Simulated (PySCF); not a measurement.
Level of theory: r2SCAN-D4/def2-TZVP // r2SCAN-D4/def2-SVP in PySCF 2.14.0. Gas-phase values, no solvent. One relaxed conformer stands for a flexible species; it need not be the lowest. Excitations are Tamm–Dancoff values on a coarser integration grid. The basis has no diffuse functions, so Rydberg states are missing or too high.

Reference species (SMILES): `Bc1cccc(C(F)(F)F)c1` (neutral, multiplicity 1).

```
Quantity                   Value
----------------------  --------
S1 excitation (TDA)      4.57 eV
LUMO                    -3.11 eV
S1 oscillator strength     0.021
```

Changed species: `Bc1ccc(C(F)(F)F)cc1`.

Give the shifts of the S1 excitation (TDA), LUMO and S1 oscillator strength.

the S1 excitation (TDA) falls by 0.07 eV, to 4.50 eV; the LUMO decreases by 0.09 eV, to -3.20 eV; the S1 oscillator strength is nearly the same.
